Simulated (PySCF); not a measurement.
C₃H₂BrF, SMILES C(=C)=C(F)Br. Heavy atoms are numbered as in [CH2:1]=[C:2]=[C:3]([F:4])[Br:5]. Hydrogens are named by the atom that carries them.

Coordinates come from a PBE0-D3(BJ)/def2-SVP optimisation.

All values below come from PySCF with B3LYP/pcSseg-1.

GIAO shieldings, no solvent; atoms alike by connectivity are averaged. δ = σ(ref) − σ: ¹³C against TMS (σ = 181.3 ppm); ¹⁹F against CFCl3 (σ = 161.7 ppm); ¹H against TMS (σ = 31.68 ppm), references at their B3LYP-D3(BJ)/def2-TZVP geometries, non-relativistic (without spin–orbit terms, shifts of atoms bonded to Cl or Br come out too high).

### Question
Estimate the chemical shifts. (The exact figures need the calculation; the answer reports its results.)

### Answer

```
nucleus     atoms  count  δ (ppm)
-------  --------  -----  -------
¹³C            C2      1    217.7
¹³C            C3      1    150.9
¹³C      C1 (CH2)      1    100.9
¹⁹F            F4      1   -115.3
¹H        H on C1      2     6.18
```
